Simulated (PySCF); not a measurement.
C5H14As2.
Numbering: `[CH3:1][CH2:2][CH2:3][C@H:4]([AsH2:5])[CH2:6][AsH2:7]` (hydrogens: H8, H9, H10 on C1; H11, H12 on C2; H13, H14 on C3; H15 on C4; H16, H17 on As5; H18, H19 on C6; H20, H21 on As7)

Computed by this run: PBE0-D3(BJ)/def2-SVP geometry optimisation, gas phase in PySCF; density fitting, grid level 1; the optimiser is geomeTRIC in internal coordinates, started from a GFN2-xTB structure with every atom displaced at random (about 0.01 Å).

Geometry at step 0:
```
atom  x, y, z in Å
C1     -2.6957    0.9194    0.1194
C2     -1.4042    0.2575    0.4535
C3     -0.5601    0.0391   -0.7920
C4      0.7716   -0.7502   -0.5208
As5     0.3091   -2.6709   -0.0903
C6      1.6406   -0.1032    0.5159
As7     1.9238    1.8409    0.2057
H8     -3.2920    1.1110    1.0085
H9     -3.2990    0.3400   -0.5537
H10    -2.5356    1.9079   -0.3424
H11    -0.8598    0.8811    1.1808
H12    -1.5951   -0.7069    0.9345
H13    -1.1606   -0.4787   -1.5489
H14    -0.2858    1.0247   -1.1998
H15     1.2818   -0.8108   -1.4719
H16     1.7591   -3.0318    0.0737
H17     0.2544   -2.4517    1.4092
H18     2.6066   -0.6080    0.5282
H19     1.2143   -0.2255    1.5241
H20     3.1814    1.8964    0.9754
H21     2.6741    1.6422   -1.0768
```

Q: What forces act on the atoms?

A: 
```
atom  Fx (eV/Å)  Fy (eV/Å)  Fz (eV/Å)
  C1     -0.173      1.112      0.306
  C2      0.510     -0.071     -0.236
  C3      1.022     -0.471      0.684
  C4     -1.996      0.197      0.060
 As5      0.037      0.450     -0.148
  C6      0.211     -0.080      0.198
 As7     -0.980      0.094     -0.048
  H8     -0.302      0.005      0.413
  H9     -0.513     -0.577     -0.660
 H10      0.057     -0.044     -0.099
 H11      0.091     -0.075      0.032
 H12     -0.035     -0.267      0.224
 H13     -0.018     -0.101     -0.207
 H14     -0.059      0.098     -0.197
 H15      0.504     -0.104     -0.605
 H16      0.448     -0.300     -0.108
 H17     -0.215      0.029      0.211
 H18      0.359     -0.064      0.100
 H19     -0.030      0.143     -0.007
 H20      0.851      0.076      0.580
 H21      0.230     -0.049     -0.496
```

The largest, 2.01 eV/Å, acts on C4; the rms over all components is 0.451 eV/Å. The forces sum to zero within rounding, as they must for an isolated molecule in no field.

Q: Give the force on C4 in Eh/bohr and in nN.

A: 2.006 eV/Å ÷ 51.422 = 0.03902 Eh/bohr, and 2.006 eV/Å × 1.602 = 3.21 nN.

Q: How far is this geometry from the end of the optimisation?

A: 0.168 eV above it, and 0.079 Å rms away after alignment. The bonds farthest from their final lengths, with half the difference of the two atoms' forces along the bond (positive lengthens):

```tsv
bond	now (Å)	final (Å)	force along bond (eV/Å)
As7–H20	1.476	1.526	+0.94
C3–C4	1.572	1.531	-1.50
C1–C2	1.489	1.520	+0.50
As7–H21	1.499	1.528	+0.50
C1–H9	1.074	1.102	+0.85
C4–H15	1.081	1.104	+0.89
```

The angle farthest from its final value is H16–As5–H17, 87.8° against 91.7°.

Of the 6 listed bonds off by 0.010 Å or more, this force points towards the final length in 6.

What follows is the cost of the whole optimisation. The run took 5.2 min wall, 4.3 min CPU on one thread, Intel Xeon at 2.50 GHz (x86_64), shared host, and the process peaked at 0.96 GiB of memory.
